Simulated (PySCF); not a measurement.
## Magnetic susceptibility: `C=CN(C)[Si@H](N)[SiH2]N`, C₃H₁₃N₃Si₂

Molfile (atoms numbered from 1):
```
C3H13N3Si2
     RDKit          3D

 21 20  0  0  0  0  0  0  0  0999 V2000
   -2.2559    1.9049    0.1727 C   0  0  0  0  0  0  0  0  0  0  0  0
   -1.1729    1.1333    0.1769 C   0  0  0  0  0  0  0  0  0  0  0  0
   -1.0315   -0.1189   -0.3706 N   0  0  0  0  0  0  0  0  0  0  0  0
   -2.1773   -0.6551   -1.0575 C   0  0  0  0  0  0  0  0  0  0  0  0
    0.4424   -1.0199   -0.1423 Si  0  0  2  0  0  4  0  0  0  0  0  0
    0.4415   -1.5811    1.4952 N   0  0  0  0  0  0  0  0  0  0  0  0
    2.3260    0.2463   -0.4656 Si  0  0  0  0  0  4  0  0  0  0  0  0
    3.1826    0.2612    1.0358 N   0  0  0  0  0  0  0  0  0  0  0  0
   -3.1900    1.6174   -0.2739 H   0  0  0  0  0  0  0  0  0  0  0  0
   -2.2285    2.8744    0.6358 H   0  0  0  0  0  0  0  0  0  0  0  0
   -0.2700    1.4851    0.6590 H   0  0  0  0  0  0  0  0  0  0  0  0
   -1.9218   -1.6171   -1.4931 H   0  0  0  0  0  0  0  0  0  0  0  0
   -3.0178   -0.7950   -0.3705 H   0  0  0  0  0  0  0  0  0  0  0  0
   -2.4962    0.0194   -1.8571 H   0  0  0  0  0  0  0  0  0  0  0  0
    0.2793   -2.1058   -1.1320 H   0  0  0  0  0  0  0  0  0  0  0  0
    1.2949   -1.9523    1.8796 H   0  0  0  0  0  0  0  0  0  0  0  0
   -0.3526   -2.0853    1.8606 H   0  0  0  0  0  0  0  0  0  0  0  0
    2.0687    1.5957   -1.0116 H   0  0  0  0  0  0  0  0  0  0  0  0
    3.2991   -0.3677   -1.3788 H   0  0  0  0  0  0  0  0  0  0  0  0
    2.6759    0.4897    1.8763 H   0  0  0  0  0  0  0  0  0  0  0  0
    4.0951    0.6876    1.0702 H   0  0  0  0  0  0  0  0  0  0  0  0
  1  2  2  0
  2  3  1  0
  3  4  1  0
  3  5  1  0
  5  6  1  0
  5  7  1  0
  7  8  1  0
  1  9  1  0
  1 10  1  0
  2 11  1  0
  4 12  1  0
  4 13  1  0
  4 14  1  0
  5 15  1  6
  6 16  1  0
  6 17  1  0
  7 18  1  0
  7 19  1  0
  8 20  1  0
  8 21  1  0
M  END
```

Method: GIAO CAM-B3LYP/ANO-RCC-VDZP magnetisability, non-relativistic, IEF-PCM water (PySCF). Geometry: GFN2-xTB.

Q: How diamagnetic is it, and how anisotropic?

A: Isotropic -1514 × 10⁻³⁰ J/T², or -91.2 × 10⁻⁶ cm³/mol; principal values -1694, -1453, -1394 × 10⁻³⁰ J/T², anisotropy 275 × 10⁻³⁰ J/T² (root of half the summed squared differences of the principal values). The susceptibility is in cgs units.

Q: Split it along the inertial axes a, b, c into diamagnetic and paramagnetic parts about the centre of mass, with the quadrupole moment.

A: 
| axis | χ (10⁻⁶ cm³/mol) | diamagnetic (10⁻⁶ cm³/mol) | paramagnetic (10⁻⁶ cm³/mol) | summed x² of all electrons (Å²) | quadrupole Θ (D Å) |
| --- | --- | --- | --- | --- | --- |
| a | -88.4 | -735.8 | 647.5 | 314.9 | +1.38 |
| b | -86.8 | -1613.3 | 1526.5 | 108.1 | +1.18 |
| c | -98.3 | -1794.5 | 1696.2 | 65.4 | -2.56 |

Anisotropies 2χaa − χbb − χcc = +8.3 and 2χbb − χaa − χcc = +13.0 × 10⁻⁶ cm³/mol. Θ is traceless in Buckingham's convention.
